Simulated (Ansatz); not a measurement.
Cost and result for the atomization energy of `B[SiH](N)Cl` (9 atoms, 8 bonds).

```xyz
9

B    -1.243   -0.535    0.848
Si    0.418    0.303    0.300
N     1.357   -0.199   -1.010
Cl   -1.459    1.368   -0.200
H    -1.681   -0.342    1.939
H    -1.734   -1.341    0.116
H     1.200    1.315    1.042
H     2.085    0.368   -1.411
H     1.057   -0.938   -1.624
```

Charge 0, multiplicity 1. All single points use the PBE0-D4/def2-TZVP geometry. It is one conformer, not always the lowest. Program: Ansatz. All runs use 2 threads of an AMD EPYC 9B14 on a shared host. Times are those of one run each, without the atoms' runs, and a repeat can differ threefold. Electronic energies, without spin–orbit coupling; frozen cores. CCSD(T)/CBS adds CCSD(T) − MP2 in def2-TZVPP to the MP2 limit, and its time is that of the two runs behind it. T1 = 0.012. B3LYP takes the VWN-RPA correlation (the form of Gaussian; ORCA's B3LYP/G). HSE06 is the plane-wave form, built on full-range PBE exchange.

CCSD(T)/CBS is a level of theory with its own doubt, some kJ/mol a heavy atom from the limit and from the frozen cores, so smaller differences don't rank the functionals.

| level | functions | wall time | atomization (kJ/mol) | difference from CCSD(T)/CBS | per bond |
| --- | --- | --- | --- | --- | --- |
| revPBE-D4/def2-TZVPP | 216 | 1.8 s | 2915.8 | -14.3 | -1.8 |
| CCSD(T)/def2-SVP | 89 | 2.2 s | 2709.8 | -220.3 | -27.5 |
| PBE0-D4/def2-TZVPP | 216 | 2.6 s | 2939.8 | 9.7 | 1.2 |
| BHLYP-D4/def2-TZVPP | 216 | 2.6 s | 2873.3 | -56.8 | -7.1 |
| CAM-B3LYP-D4/def2-TZVPP | 216 | 2.8 s | 2950.1 | 20.0 | 2.5 |
| HSE06-D4/def2-TZVPP | 216 | 2.9 s | 2941.8 | 11.7 | 1.5 |
| B3LYP-D4/def2-TZVPP (with forces) | 216 | 3.9 s | 2943.2 | 13.1 | 1.6 |
| r2SCANh-D4/def2-TZVPP | 216 | 4.2 s | 2934.4 | 4.3 | 0.5 |
| B97M-V/def2-TZVPP | 216 | 7.5 s | 2961.7 | 31.6 | 4.0 |
| ωB97M-V/def2-TZVPP (with forces) | 216 | 9 s | 2959.3 | 29.2 | 3.6 |
| MP2/def2-QZVPP | 404 | 15 s | 2932.9 | 2.8 | 0.3 |
| CCSD(T)/def2-TZVPP | 216 | 52 s | 2842.1 | -88.0 | -11.0 |
| CCSD(T)/CBS(def2) | – | 66 s | 2930.1 | 0.0 | 0.0 |

From PBE to PBE0 (25 % exact exchange), in def2-TZVPP and without D4, the atomization energy moves by −39.0 kJ/mol: exact exchange takes away binding that semilocal exchange gives to molecules. In def2-TZVPP, CCSD(T) changes the Hartree–Fock value by +711.8 kJ/mol (the triples alone add +43.7 kJ/mol) and MP2 by +750.3 kJ/mol; breaking electron pairs costs correlation energy, which Hartree–Fock lacks. The D4 term adds +31.6 kJ/mol with B3LYP and +16.4 kJ/mol with PBE0; it sums over pairs of atoms, weighted by their polarisabilities, and B3LYP, whose exchange is more repulsive, gets the larger term.
